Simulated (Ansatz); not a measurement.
`OCBF`, relaxed with RKS PBE0-D4/def2-TZVP in the Gaussian-basis code of Ansatz from a GFN2-xTB geometry. The force threshold is 0.005 eV/Å; the program also tests the step.

Charge 0, multiplicity 1.

Start:

```xyz
8

O     0.005    0.467    1.493
C    -0.589    0.080    0.263
B     0.399   -0.342   -0.891
F     1.694   -0.233   -0.680
H     0.954    0.574    1.364
H    -1.218    0.913   -0.094
H    -1.296   -0.730    0.488
H     0.051   -0.729   -1.942
```

```
        step  energy (eV)  largest force (eV/Å)  largest move (Å)
           1   -6539.0961                 0.901             0.000
           2   -6539.1193                 0.350             0.023
           3   -6539.1231                 0.128             0.014
4 (rejected)   -6539.1229                 0.175             0.017
           5   -6539.1241                 0.039             0.008
           6   -6539.1243                 0.028             0.007
           7   -6539.1247                 0.024             0.037
           8   -6539.1249                 0.008             0.013
9 (rejected)   -6539.1248                 0.020             0.005
          10   -6539.1249                 0.004             0.002
```

End:

```xyz
8

O     0.009    0.536    1.478
C    -0.578    0.100    0.272
B     0.388   -0.321   -0.871
F     1.697   -0.245   -0.660
H     0.964    0.511    1.380
H    -1.245    0.882   -0.127
H    -1.253   -0.750    0.469
H     0.018   -0.712   -1.941
```

It took 19 s on 2 threads of an AMD EPYC 7R13 on a shared host, with 0.28 GiB of host memory at the peak.
